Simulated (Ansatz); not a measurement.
`[F][GeH]([SH])[Cl]` + `O[SiH3]` → `[F][GeH]([Cl])[O][SiH3]` + H₂S  (ligand exchange at a Ge–S bond)

Calculated with Ansatz (gas phase, PBE0-D4/def2-TZVP geometries, no zero-point term in ΔE). CBS: MP2 limit from def2 TZ/QZ plus the TZ coupled-cluster correction, frozen cores. This one scheme is used for every species. DFT in def2-TZVPP. For Ge outer-core shells are correlated without core-valence functions, which leaves a few kJ/mol of doubt a bond. Scalar relativity is left out up to krypton. Each species was taken in one conformer, which may not be the lowest.

(1) Is it downhill or uphill in electronic energy at CCSD(T)/CBS, and by how much? (An estimate is asked.)

(2) What do these levels give: r2SCANh-D4, revPBE, r2SCANh, BHLYP, HF/CBS(def2), MP2/CBS(def2)? (Estimate.)

Largest T1 diagnostic among the species: 0.012.

Results:

(1) Computed: Downhill: ΔE = -9.7 kJ/mol.

(2) The calculation gave: r2SCANh-D4 -4.5, revPBE 7.6, r2SCANh -3.6, BHLYP -11.3, HF/CBS(def2) -24.5, MP2/CBS(def2) -6.2 kJ/mol.

In def2-TZVPP, CCSD(T) changes the Hartree–Fock value by +8.1 kJ/mol (the triples alone add +1.8 kJ/mol) and MP2 by +11.5 kJ/mol. From PBE to PBE0 (25 % exact exchange), in def2-TZVPP and without D4, ΔE moves by −4.0 kJ/mol.
